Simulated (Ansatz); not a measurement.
Program: Ansatz 0.2.0.

A structure relaxed at PBE0-D4/def2-TZVP, charge 0, multiplicity 1:

Cartesian coordinates in Å:
```
C -1.041 -3.128 0.088
C -2.009 -1.957 0.204
Ga -1.156 -0.200 0.138
Cl -2.312 1.616 0.350
O 0.597 -0.080 -0.097
C 1.433 1.058 -0.174
C 1.080 1.923 -1.369
C 1.423 1.840 1.126
H -0.481 -3.098 -0.849
H -0.308 -3.128 0.896
H -1.574 -4.082 0.125
H -2.756 -1.974 -0.597
H -2.578 -1.997 1.138
H 2.445 0.659 -0.327
H 1.085 1.327 -2.284
H 1.802 2.735 -1.487
H 0.088 2.368 -1.246
H 0.437 2.279 1.305
H 2.154 2.652 1.096
H 1.673 1.186 1.964
```

(1) Give its formula and SMILES.

(2) Point group (tolerance 0.08 Å, 0.16 Å for H)?

(3) Summarise the bond lengths by kind.

Answers

(1) C5H12ClGaO, `C[CH2][Ga]([Cl])[O]C(C)C`.

(2) Cs.

(3) 3 × C–C 1.517 to 1.524 Å; 12 × C–H 1.092 to 1.098 Å; 1 × C–Ga 1.954 Å; 1 × Cl–Ga 2.162 Å; 1 × Ga–O 1.773 Å; 1 × C–O 1.415 Å.
